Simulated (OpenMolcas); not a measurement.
# Cr³⁺: Racah parameters, the spin-orbit constant, worked from levels

| Quantity | Value |
| --- | --- |
| Program | OpenMolcas |
| Basis | ANO-R1 [5s3p3d1f] |
| Scalar Hamiltonian | X2C, finite nucleus |
| Active space | 3 electrons in 5 orbitals (3d) |
| State averaging | 2S+1 = 4 even, 10 roots; 2S+1 = 2 even, 40 roots |
| Spin-orbit coupling | RASSI with atomic mean-field integrals over the reference wave functions, term energies averaged over their components |

Methods: CASSCF; MS-CASPT2, IPEA 0.25 Eh, imaginary shift 0.1 Eh (closed shells correlated: 3s 3p). Measured levels: Sugar and Corliss, J. Phys. Chem. Ref. Data 6, 317 (1977).

**Racah parameters.** Above ⁴F, d3 has ⁴P at 15B, ²G at 4B + 3C and ²H at 9B + 3C. The first two fix B and C, and the third tests them; where it misses by thousands of cm-1, two parameters do not describe the configuration (Trees and configuration-interaction terms are left out) and B and C hang on the terms chosen. Term energies are centres of gravity, weighted by 2J + 1.

| Source | ⁴P | ²G | B | C | C/B | ²H from B, C | ²H found |
| --- | --- | --- | --- | --- | --- | --- | --- |
| CASSCF | 17489 | 17761 | 1166 | 4366 | 3.74 | 23592 | 23564 |
| MS-CASPT2 | 14960 | 15900 | 997 | 3970 | 3.98 | 20883 | 22560 |
| measured | 13758 | 14699 | 917 | 3677 | 4.01 | 19284 | 20658 |

Energies in cm-1. From CASSCF to MS-CASPT2, B changes by -14.5 % and C by -9.1 %. Against the measured terms, MS-CASPT2 has B off by +8.7 % and C by +8.0 %.

**The spin-orbit constant.** For the Hund term ⁴F of d3, E(J) = (A/2) J(J+1) + constant and ζ = 2S·A = 3A. From J = 3/2 to J = 9/2 the energy changes by 10.5 A.

```json
{"Source": "CASSCF", "E(9/2) - E(3/2)": "1005.7", "A": "95.8", "ζ": "287"}
{"Source": "MS-CASPT2", "E(9/2) - E(3/2)": "1006.8", "A": "95.9", "ζ": "288"}
{"Source": "measured", "E(9/2) - E(3/2)": "945.6", "A": "90.1", "ζ": "270"}
```

All in cm-1. MS-CASPT2 is off by +6.5 % and CASSCF by +6.4 %. Both methods take the spin-orbit matrix elements from the reference wave functions, so the second can move ζ only through the term energies and any multistate remixing. Second-order mixing with other terms is absorbed into this ζ.

CASPT2 breaks the degeneracy within a term, and the mean is taken; among the terms shown or strongly mixed into the levels shown the widest spread is 610 cm-1 (3d³ ⁴F, MS-CASPT2). The basis is small and was not contracted for so high a charge. Without dynamic correlation excited terms often stand tens of per cent too high (terms of higher spin than the ground term too low), and those without a measured partner can miss by more than the paired ones (holds for CASSCF). Computed and measured levels are paired by configuration, term and J; levels that our copy of the source lacks, or whose pairing is in doubt (as where it misses far off the trend of its configuration), stay unpaired and out of the deviations. Only configurations of the active space appear.
